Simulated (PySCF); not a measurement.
[Pt3]+ at several levels of theory

Computed with PySCF 2.14.0 (density fitting, no spin-orbit coupling) at the geometry relaxed with r2SCAN:

```xyz
3
[Pt3]+ (quartet)
Pt    1.4524   -0.0302    0.0000
Pt   -0.7497    1.2456    0.0000
Pt   -0.7027   -1.2154    0.0000
```

```
    level                   basis    state  HOMO (eV)  gap (eV)  charge on Pt1 (e)  dipole about the centre of mass (D)  largest force component (eV/Å)
   r2SCAN  Pt def2-SVP with ECP60  quartet     -11.08      0.60               0.33                                 0.03                            0.03
   revPBE                the same  quartet     -10.81      0.04               0.33                                 0.13                            0.71
      PBE                the same  quartet     -10.91      0.01               0.33                                 0.16                            0.45
       HF                the same  quartet     -14.28      9.34               0.35                                 0.41                            3.60
CAM-B3LYP                the same  quartet     -13.50      5.21               0.35                                 0.29                            0.30
   r2SCAN           Pt x2c-SVPall  quartet     -11.15      0.60               0.36                                 0.04                            0.64
```

HOMO and gap are taken over both spins. Charges are Mulliken's, which hang on the basis. The relaxation used the grid (50, 194), these runs (75, 302) or, all-electron (x2c bases, spin-free X2C Hamiltonian), (99, 590).

Problem. What does r2SCAN with Pt def2-TZVP with ECP60 give here?

Solution. state quartet, HOMO (eV) -11.02, gap (eV) 0.61, charge on Pt1 (e) 0.34, dipole about the centre of mass (D) 0.03, largest force component (eV/Å) 0.37. Time: 14 s on 2 threads of Arm Neoverse V1 (shared host), from free ions and atoms.

No frequency check is given that shows the relaxed geometry to be a minimum. Open shells may have lower solutions than the one found.

A gap near or under zero over both spins lies within a partly filled shell and is no excitation energy.
